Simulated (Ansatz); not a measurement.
Species: SbI₂, net charge 0, doublet state. It need not be the lowest isomer of its formula. 
Geometry from a B3LYP-D3(BJ)/def2-TZVP (Ansatz, a program for electronic structure) optimisation:
SMILES: [I][Sb][I]
```xyz
3

Sb    -0.6115    -0.4885     0.8728
I     -1.0121     1.8900    -0.4090
I      1.6006    -1.4200    -0.4309
```
Charge 0, spin multiplicity 2.

Dipole moments at this geometry, in debye (magnitudes).

```
level                 program  dipole (D)
--------------------  -------  ----------
B97M-V/def2-TZVPD      Ansatz        1.65
r2SCAN0/def2-TZVPD     Ansatz        1.77
HSE06/def2-TZVPD       Ansatz        1.71
CAM-B3LYP/def2-TZVPD   Ansatz        1.87
CCSD(T)/def2-SVPD      Ansatz         [?]
```

Task: Fill in the missing entries.

Result: 
- CCSD(T)/def2-SVPD, dipole (D): 1.69
